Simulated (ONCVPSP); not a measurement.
What one change does to a pseudopotential (gallium (Ga), ONCV)

gallium, optimised norm-conserving Vanderbilt (ONCV), made with ONCVPSP 4.0.1 (PBE, scalar-relativistic). Core [Ar], reference 3d10 4s1.75 4p1.25. Waves: 4s: rc 1.55 bohr, ncon 5, nbas 8, qcut 4 1/bohr, 2 projectors, debl 1.5 Ha; 4p: rc 2.00 bohr, ncon 3, nbas 7, qcut 3.5 1/bohr, 1 projector; 3d: rc 0.70 bohr, ncon 4, nbas 7, qcut 14.6 1/bohr, 3 projectors, debl 1.9 Ha. Local part: polynomial inside 0.45 bohr (lpopt 5, dvloc0 0 Ha). Core correction: polynomial model core, fcfact 0.2.

All-electron outer shells of the reference configuration (PBE, scalar-relativistic, ld1.x):

```
shell  level (eV)  outermost node (bohr)  outermost maximum (bohr)
   3s     -148.63                   0.27                      0.56
   3p      -99.37                   0.24                      0.56
   3d      -19.65                      –                      0.53
   4s       -9.24                   0.81                      1.90
   4p       -2.78                   0.87                      2.53
```

Change: p: rc 2.96.

Cutoffs: the cutoffs (Ha) at which the residual kinetic energy of the hardest occupied pseudo-wave falls to 1 and 0.1 mHa per electron; they do not see the model core or the augmentation charge, which bear on the density cutoff. Errors are all-electron minus pseudo energies relative to the spin-unpolarised reference configuration.

Q: How do hardness, ghosts and transferability respond?

A: The potential gets neither clearly harder nor softer (333 Ha and 390 Ha → 333 Ha and 390 Ha); both files keep a bound ghost (d, p, s); of the 4 tests that both files solve, the error grows in 4 and shrinks in 0 by more than 15 % and 0.3 meV (median size 0.7 → 3.5 meV). More of the atom is replaced by a form fitted at one configuration, so other configurations suffer.

| quantity | base | changed |
| --- | --- | --- |
| cutoff, loose | 333 Ha | 333 Ha |
| cutoff, tight | 390 Ha | 390 Ha |
| loose cutoff by channel | s 54 Ha, p 3.0 Ha, d 333 Ha | s 54 Ha, p 2.2 Ha, d 333 Ha |
| bound ghosts | s, p, d | s, p, d |
| GHOST(+) flags under 300 eV | s at 285.7 eV | s at 285.7 eV |
| error for 3d10 4s2 4p1, meV [ΔE -1.60 eV] | +0.2 | +0.6 |
| error for 3d10 4s2 4p0, meV [ΔE 4.08 eV] | -0.4 | -3.2 |
| error for 3d10 4s1 4p0, meV [ΔE 25.21 eV] | -16 | -36 |
| error for 3d10 4s1 4p2, meV [ΔE 4.93 eV] | -0.9 | +3.8 |
| s: phases at 1.57 bohr within 0.05 rad from the reference energy up to (Ha; the scan ends near 5) | to the end of the scan | to the end of the scan |
| d: phases at 0.71 bohr within 0.05 rad from the reference energy up to (Ha; the scan ends near 5) | to the end of the scan | to the end of the scan |
| rms error of d²Exc/dni dnj with the model core, mHa | 3.84 | 3.84 |

 A true bound ghost makes a file unfit for plane-wave use even where its test errors are small: the radial tests pick states by their node count and pass the ghost by.
